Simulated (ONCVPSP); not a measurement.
# u(r) = r·R(r): atom against pseudo-atom (Sc)

Columns: radius, all-electron u(r) and pseudo u(r) of the 3p shell (level -40.62 eV) of scandium in the configuration [Ne] 3s2 3p6 3d1 4s1; PBE, scalar-relativistic, ONCV scheme, ONCVPSP 4.0.1.

| r (bohr) | all-electron | pseudo |
| --- | --- | --- |
| 0.108 | -0.3865 | 0.0302 |
| 0.215 | -0.4853 | 0.1177 |
| 0.322 | -0.2362 | 0.2519 |
| 0.430 | 0.1282 | 0.4184 |
| 0.538 | 0.4645 | 0.5962 |
| 0.645 | 0.7177 | 0.7576 |
| 0.752 | 0.8830 | 0.8855 |
| 0.860 | 0.9707 | 0.9682 |
| 0.968 | 0.9960 | 0.9956 |
| 1.075 | 0.9771 | 0.9771 |
| 1.182 | 0.9293 | 0.9293 |
| 1.290 | 0.8635 | 0.8635 |
| 1.398 | 0.7887 | 0.7887 |
| 1.505 | 0.7117 | 0.7117 |
| 1.612 | 0.6358 | 0.6358 |
| 1.720 | 0.5629 | 0.5629 |
| 1.828 | 0.4950 | 0.4950 |
| 1.935 | 0.4336 | 0.4336 |
| 2.042 | 0.3782 | 0.3782 |
| 2.150 | 0.3282 | 0.3282 |
| 2.258 | 0.2840 | 0.2840 |
| 2.365 | 0.2454 | 0.2454 |
| 2.472 | 0.2115 | 0.2115 |
| 2.580 | 0.1818 | 0.1818 |
| 2.688 | 0.1559 | 0.1559 |
| 2.795 | 0.1338 | 0.1338 |

(1) How many radial nodes do the two functions have?

(2) At about which radius was the pseudo-wave matched?

(3) Where does each function peak?

(4) Is the pseudo-wave norm-conserving?

Answers

(1) The all-electron 3p function has n − l − 1 = 1; the pseudo-wave has 0, since the states of the same l below it are removed with the core.

(2) 1.15 bohr. The columns agree to 0.0005 from 0.97 bohr on; several derivatives are matched, so the curves merge somewhat inside the radius.

(3) Outermost all-electron maximum near 0.97 bohr, pseudo maximum near 0.97 bohr (to the table’s step).

(4) Yes: the ONCV scheme keeps the norm inside the radius equal to the all-electron one, which fixes the energy derivative of the logarithmic derivative at the level.
